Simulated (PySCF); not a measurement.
Sn(F)3(vinyl) (C₂H₃F₃Sn), SMILES [F][Sn]([F])([CH]=C)[F]. Atoms are numbered in the order given.

```xyz
9

C      0.0003    -2.7546     0.0000
C      0.8623    -1.7321     0.0000
Sn     0.0475     0.2166     0.0000
F     -1.8702     0.0136     0.0000
F      0.4477     1.3460    -1.5055
F      0.4477     1.3460     1.5055
H     -1.0854    -2.6052     0.0000
H      0.3583    -3.7918     0.0000
H      1.9492    -1.8655     0.0000
```

The structure is a stationary point at r2SCAN-D4/def2-SVP. The structure was generated by enumeration; whether it is a known compound was not checked. The def2 effective core potentials stand for the cores of Sn; spin–orbit coupling is left out. One conformer was computed; it need not be the lowest.

These are TDA-PBE0/def2-SVPD run with PySCF values and carry that method's errors.

Vertical excitations. Gas-phase values at a fixed geometry. State labels are in the subgroup Cs.

Problem. List the lowest excited states. (Estimate from the structure and the level; the computed values follow.)

Solution. 
| state | symmetry | energy (eV) | λ (nm) | f | main pairs |
|---|---|---|---|---|---|
| S1 | A" | 5.91 | 210 | 0.007 | HOMO→LUMO 97 % |
| S2 | A" | 6.67 | 186 | 0.003 | HOMO−1→LUMO+1 94 % |
| S3 | A' | 7.05 | 176 | 0.363 | HOMO−1→LUMO 87 % |
| S4 | A" | 7.31 | 170 | 0.001 | HOMO−2→LUMO 95 % |
| S5 | A" | 7.47 | 166 | 0.012 | HOMO−3→LUMO 60 %, HOMO−5→LUMO 33 % |
| S6 | A' | 7.51 | 165 | 0.024 | HOMO−4→LUMO 78 %, HOMO−6→LUMO 12 % |
| S7 | A' | 7.65 | 162 | 0.025 | HOMO−6→LUMO 80 % |
| S8 | A" | 7.71 | 161 | 0.048 | HOMO−5→LUMO 61 %, HOMO−3→LUMO 28 % |
| S9 | A' | 7.72 | 161 | 0.304 | HOMO→LUMO+1 77 % |
| S10 | A" | 8.04 | 154 | 0.014 | HOMO→LUMO+2 98 % |
| T1 | A' | 4.27 | 291 | 0 | HOMO→LUMO+1 95 % |
| T2 | A" | 5.57 | 223 | 0 | HOMO→LUMO 96 % |
| T3 | A' | 5.70 | 217 | 0 | HOMO−1→LUMO 96 % |
| T4 | A" | 6.06 | 205 | 0 | HOMO−1→LUMO+1 95 % |
Triplets are in the Tamm–Dancoff approximation.
